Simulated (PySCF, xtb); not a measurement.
CBr3, SMILES Br[C](Br)Br, multiplicity 2.

Harmonic wavenumbers (cm⁻¹) from GFN2-xTB in xtb 6.7.1 at its own minimum, in rising order: 142, 142, 222, 359, 678, 679.

Task: What does ωB97X-D3(BJ)/def2-SVP in PySCF 2.14.0 give at its own minimum? (The exact figures need the calculation; the answer reports its results.)

Result: 165, 165, 185, 317, 860, 860. Paired by order, the mean absolute difference is 81 cm⁻¹ and the zero-point energies are 3.2 and 3.6 kcal/mol.
